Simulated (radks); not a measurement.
Valence configurations of V3+ (all share [Ar]). All-electron calculation, scalar-relativistic Kohn-Sham, r2SCAN, spin-polarised, spherical densities, finite nucleus; open shells are filled with parallel spins first; meta-GGA in the generalised Kohn-Sham scheme; Fermi nuclear charge, rms radius 3.6002 fm. Program: a radial shooting solver on a logarithmic mesh with Libxc functionals. Energies are relative to 3d2; eigenvalues in eV for spin up.

| valence | E (eV) | moment (Bohr magnetons) | e(3d) | e(4p) | e(4s) |
|---|---|---|---|---|---|
| 3d2 | 0.000 | 2 | -37.729 | - | - |
| 3d1 4s1 | 11.623 | 2 | -44.088 | - | -31.257 |
| 4s2 | 28.260 | 0 | - | - | -32.992 |
| 3d1.5 4s0.5 | 5.552 | 2 | -40.912 | - | -29.379 |
| 3d1 4p1 | 18.132 | 2 | -45.020 | -25.085 | - |
| 3d1.5 4p0.5 | 8.640 | 2 | -41.380 | -23.311 | - |
| 3d0.5 4s1 4p0.5 | 21.876 | 2 | -47.766 | -26.223 | -33.065 |
| 4p2 | 40.195 | 2 | - | -28.088 | - |
| 3d0.5 4s0.5 4p1 | 25.271 | 2 | -48.227 | -26.469 | -33.208 |
| 4s1 4p1 | 33.205 | 2 | - | -27.681 | -34.732 |

NIST lists [Ar] 3d2 as the ground configuration; this level of theory agrees among the configurations tried. The energies are those of spherical high-spin densities, not of single terms.
